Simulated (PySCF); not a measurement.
Ligands exchanged one at a time, Ga F-NH2. Gas-phase values, no solvent. One relaxed conformer stands for each flexible species; it need not be the lowest. Strings in code marks are SMILES.

Level of theory: PBE0-D4/def2-TZVP run with PySCF 2.14.0. All candidates: neutral, multiplicity 1. Delta-SCF ions had no search for a lower state. 

- vertical ionisation energy (Delta-SCF) = 10.83 eV
- LUMO = -1.15 eV
- HOMO–LUMO gap = 7.18 eV

**Question.** Say which member has these values.
A) `[NH2][Ga]([F])[F]`
B) `[F][Ga]([F])[F]`
C) `[NH2][Ga]([NH2])[F]`

**Answer.** A, `[NH2][Ga]([F])[F]`. The others give `[F][Ga]([F])[F]`: 14.36 eV, -2.34 eV, 9.42 eV; `[NH2][Ga]([NH2])[F]`: 9.46 eV, -0.32 eV, 6.99 eV
